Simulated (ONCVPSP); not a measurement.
# What the settings do to the ONCV potential of Ce (Z = 58)

Base potential:

- Element: cerium
- Generator: ONCVPSP 4.0.1
- Type: optimised norm-conserving Vanderbilt (ONCV)
- Functional: PBE
- Relativity: scalar-relativistic
- Frozen core: [Kr] 4d10
- Valence charge: 12
- Reference configuration: 4f1 5s2 5p6 5d1 6s1.75 6p0.25
- Partial waves: 5s+6s: rc 2.50 bohr, ncon 4, nbas 8, qcut 5.5 1/bohr, 2 projectors; 5p+6p: rc 3.10 bohr, ncon 4, nbas 9, qcut 4.3 1/bohr, 2 projectors; 5d: rc 2.55 bohr, ncon 3, nbas 6, qcut 3.6 1/bohr, 3 projectors, debl 3.8 Ha; 4f: rc 1.30 bohr, ncon 4, nbas 9, qcut 10.9 1/bohr, local
- Local potential: the f channel
- Core correction: polynomial model core, fcfact 0.3

All-electron outer shells of the reference configuration (PBE, scalar-relativistic, ld1.x):

```tsv
shell	level (eV)	outermost node (bohr)	outermost maximum (bohr)
4p	-211.35	0.33	0.62
4d	-110.78	0.31	0.66
5s	-40.88	0.75	1.37
5p	-23.51	0.81	1.55
4f	-5.67	–	0.71
6s	-3.91	1.82	3.72
5d	-3.29	0.92	2.15
6p	-1.49	2.15	4.84
```

Cutoffs, loose and tight: the cutoffs (Ha) at which the residual kinetic energy of the hardest occupied pseudo-wave falls to 1 and 0.1 mHa per electron. They do not see the model core or the augmentation charge, which bear on the density cutoff. Test errors are all-electron minus pseudo excitation energies from the reference, over the configurations 4f1 5s2 5p6 5d1 6s2 6p0; 4f1 5s2 5p6 5d1 6s1 6p0; 4f1 5s2 5p6 5d1 6s0 6p0; 4f0 5s2 5p6 5d0 6s0 6p0. A dash means not determined; rows that change the core or the reference have their own tests. The largest error is taken over the tests solved by every variant that gives reliable tests at all: 4f1 5s2 5p6 5d1 6s0 6p0; 4f1 5s2 5p6 5d1 6s1 6p0; 4f1 5s2 5p6 5d1 6s2 6p0.

A true bound ghost makes a file unfit for plane-wave use even where its test errors are small: the radial tests pick states by their node count and pass the ghost by.

```json
{"change": "base", "outcome": "generated", "cutoff, loose": "60 Ha", "cutoff, tight": "191 Ha", "bound ghosts": "s, p", "GHOST(+) flags above zero": "d", "largest test error (meV)": "-4.7"}
{"change": "p: qcut 2.5", "outcome": "generated", "cutoff, loose": "60 Ha", "cutoff, tight": "191 Ha", "bound ghosts": "s, p", "GHOST(+) flags above zero": "d", "largest test error (meV)": "-21"}
{"change": "p: qcut 3", "outcome": "generated", "cutoff, loose": "60 Ha", "cutoff, tight": "191 Ha", "bound ghosts": "s, p", "GHOST(+) flags above zero": "d", "largest test error (meV)": "-12"}
{"change": "p: qcut 3.3", "outcome": "generated", "cutoff, loose": "60 Ha", "cutoff, tight": "191 Ha", "bound ghosts": "s, p", "GHOST(+) flags above zero": "d", "largest test error (meV)": "-8.6"}
{"change": "p: qcut 4", "outcome": "generated", "cutoff, loose": "60 Ha", "cutoff, tight": "191 Ha", "bound ghosts": "s, p", "GHOST(+) flags above zero": "d", "largest test error (meV)": "-5.1"}
{"change": "p: qcut 4.2", "outcome": "generated", "cutoff, loose": "60 Ha", "cutoff, tight": "191 Ha", "bound ghosts": "s, p", "GHOST(+) flags above zero": "d", "largest test error (meV)": "-4.8"}
{"change": "p: qcut 4.7", "outcome": "generated", "cutoff, loose": "60 Ha", "cutoff, tight": "191 Ha", "bound ghosts": "s, p", "GHOST(+) flags above zero": "d", "largest test error (meV)": "-4.4"}
{"change": "p: qcut 5", "outcome": "generated", "cutoff, loose": "60 Ha", "cutoff, tight": "191 Ha", "bound ghosts": "s, p", "GHOST(+) flags above zero": "d", "largest test error (meV)": "-4.4"}
{"change": "p: qcut 5.5", "outcome": "generated", "cutoff, loose": "60 Ha", "cutoff, tight": "191 Ha", "bound ghosts": "s, p", "GHOST(+) flags above zero": "d", "largest test error (meV)": "-4.4"}
{"change": "p: qcut 6", "outcome": "generated", "cutoff, loose": "60 Ha", "cutoff, tight": "191 Ha", "bound ghosts": "s, p", "GHOST(+) flags above zero": "d", "largest test error (meV)": "-4.5"}
{"change": "p: qcut 6.4", "outcome": "generated", "cutoff, loose": "60 Ha", "cutoff, tight": "191 Ha", "bound ghosts": "s, p", "GHOST(+) flags above zero": "d", "largest test error (meV)": "-5.0"}
```

Reading the sweep of the qcut of the p channel (base included, trends over the rows without a ghost): Bound ghosts are found at 2.5, 3, 3.3, 4, 4.2, 4.3, 4.7, 5, 5.5, 6, 6.4 1/bohr. Every judged row has one, so this setting neither creates nor removes them.
